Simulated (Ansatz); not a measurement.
Single points on CuO4H8⁺, that is [Cu(H2O)4]2+ with one electron more.

```yaml
crystal:
  periodic: [false, false, false]
  atoms:
    - {symbol: Cu, position_ang: [0.000124, 0.000009, 0.015023]}
    - {symbol: O, position_ang: [1.943841, -0.203177, -0.079675]}
    - {symbol: H, position_ang: [2.387939, -0.926038, -0.560795]}
    - {symbol: H, position_ang: [2.598667, 0.209101, 0.513770]}
    - {symbol: O, position_ang: [0.211136, 1.944195, -0.020061]}
    - {symbol: H, position_ang: [0.921173, 2.404577, -0.504755]}
    - {symbol: H, position_ang: [-0.207590, 2.585964, 0.582832]}
    - {symbol: O, position_ang: [-1.944864, 0.203189, -0.048878]}
    - {symbol: H, position_ang: [-2.396569, 0.926048, -0.522869]}
    - {symbol: H, position_ang: [-2.590202, -0.209162, 0.554823]}
    - {symbol: O, position_ang: [-0.211369, -1.944185, -0.017321]}
    - {symbol: H, position_ang: [-0.929015, -2.404382, -0.490864]}
    - {symbol: H, position_ang: [0.216729, -2.586129, 0.578771]}
basis:
  gaussian: {orbitals: def2-TZVP}
total_charge: 1
magnetization: {spin_polarized: true, initial_magnetization: 2}
hamiltonian: {xc: pbe0, dispersion: d4}
scf: {omitted_lower_state_checks: [starts]}
output: {orbitals: {seedname: orbitals}}
```

The file start.molden holds the orbitals of an earlier run on this structure, at another level or in another basis.

```sh
$ ansatz run in.yaml --threads 4 --pin off --events-out ev --progress --plain --max-ram 8704MiB
```

Output, abridged:

```
Functional definition: PBE0
1498 factors; their error is unknown
mean field evaluation 1: about -52914.5461 eV, gradient 9.4e1 eV
mean field evaluation 2: about -52735.0264 eV, gradient 3.0e2 eV
mean field evaluation 4: about -52939.4478 eV, gradient 2.0e1 eV
mean field evaluation 8: about -52940.0630 eV, gradient 2.7e-1 eV
mean field evaluation 16: about -52940.1109 eV, gradient 6.6e-3 eV
mean field -52940.11089646 eV, -1945.5131913488 hartree, gradient 5.7e-5 eV, S^2 2.001466; 0 other end points of the search recorded, 0 dependent functions left out
reference -52940.11095490 eV, -1945.5131934966 hartree; 35, 33 occupied and 182, 184 virtual orbitals, 1498 factors
Total energy: -52940.27158400 eV, -1945.5190965070 hartree
Checks for a lower state left out: starts
```

Run time 5 s (4 threads of Intel Xeon 6975P-C on a shared host), peak host memory 0.86 GiB.

As the first input, with `gaussian: {orbitals: def2-TZVP, initial_orbitals: start.molden}`, `hamiltonian: {xc: {name: CAM-B3LYP}, dispersion: d4}` (abridged; 6.5 s):

```
Functional definition: CAM-B3LYP
mean field -52955.73156785 eV, -1946.0872404346 hartree, gradient 1.2e-5 eV, S^2 2.001757
Total energy: -52955.89374903 eV, -1946.0932004829 hartree
Checks for a lower state left out: starts
```

As the first input, with `gaussian: {orbitals: def2-TZVP, initial_orbitals: start.molden}`, `hamiltonian: {xc: pbe, dispersion: d4}` (abridged; 2 s):

```
Functional definition: PBE
mean field -52939.97678176 eV, -1945.5082627246 hartree, gradient 2.1e-5 eV, S^2 2.000551
Total energy: -52940.16700648 eV, -1945.5152533540 hartree
Checks for a lower state left out: starts
```

Geometry: r2SCAN-D4/def2-SVP, that of the charge +2 doublet.

At PBE0-D4/def2-TZVP a singlet of charge 1 lies 3.98 eV below the triplet, each at its own geometry.
